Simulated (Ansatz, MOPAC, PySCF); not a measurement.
Dimer: CHN (SMILES C#N) (first 3 atoms) with C2H6 (SMILES CC); geometry from B3LYP-D3(BJ)/def2-TZVP, rigid monomers moved along the line of their centres of mass till C1···C4 is 3.15 Å.
(charge 0, multiplicity 1):
```xyz
11

C     -0.6506     0.1323     0.3223
N      0.4709     0.1111     0.0874
H     -1.6929     0.1518     0.5470
C     -0.7311     0.0202     3.4678
C      0.7930    -0.0133     3.5279
H     -1.1237    -0.8358     2.9137
H     -1.0874     0.9297     2.9783
H     -1.1728    -0.0072     4.4659
H      1.1477    -0.9202     4.0213
H      1.1840     0.8401     4.0853
H      1.2290     0.0140     2.5285
```

Interaction energies are E(AB) − E(A) − E(B) at the monomers' geometry in the complex; basis-set methods are counterpoise corrected. Rows marked so take none.

Rows in 6-31G* carry no dispersion term and start afresh at each structure (6-31G* with six Cartesian d functions). The state reached by AM1 isn't checked.

Codes used: Ansatz (Gaussian basis) for Hartree–Fock, density functionals and correlated methods; MOPAC for AM1 (differences of heats of formation); PySCF for 6-31G* rows, the dispersion terms. Each number belongs to the level named beside it.

### Question
One of these levels gives 0.83 kcal/mol for the interaction energy. Which?
(A) r2SCAN-D3(BJ)/def2-TZVPPD
(B) M06-2X/6-31G* (no counterpoise)
(C) B3LYP/6-31G* (no counterpoise)
(D) AM1

### Answer
C, B3LYP/6-31G* (no counterpoise). The others give 1.29 (AM1), -0.54 (r2SCAN-D3(BJ)/def2-TZVPPD), -1.22 (M06-2X/6-31G* (no counterpoise))

Ansatz is an electronic-structure program.
